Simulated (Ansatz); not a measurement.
The same ligand exchange along the group Si, Ge, Sn.

Isolated molecules relaxed with PBE0-D4/def2-TZVP in Ansatz; ΔE leaves out vibrations. CBS: MP2 limit from def2 TZ/QZ plus the TZ coupled-cluster correction, frozen cores. This one scheme is used for every species. DFT in def2-TZVPP. Elements past krypton have def2 core potentials. For Br, Ge, Sn outer-core shells are correlated without core-valence functions, which leaves a few kJ/mol of doubt a bond. Scalar relativity is left out up to krypton.

| reaction | CCSD(T)/CBS(def2) (kcal/mol) |
| --- | --- |
| `Cl[Si]Br` + HCl → `Cl[Si]Cl` + HBr | 0.0 |
| `[Cl][Ge][Br]` + HCl → `[Cl][Ge][Cl]` + HBr | 2.1 |
| `[Cl][Sn][Br]` + HCl → `[Cl][Sn][Cl]` + HBr | ? |

Q: Fill in the missing values. (Estimate.)

A: Ansatz gave: `[Cl][Sn][Br]` + HCl → `[Cl][Sn][Cl]` + HBr: +3.5 kcal/mol.

Largest T1 diagnostic: 0.014, for `[Cl][Sn][Cl]`.
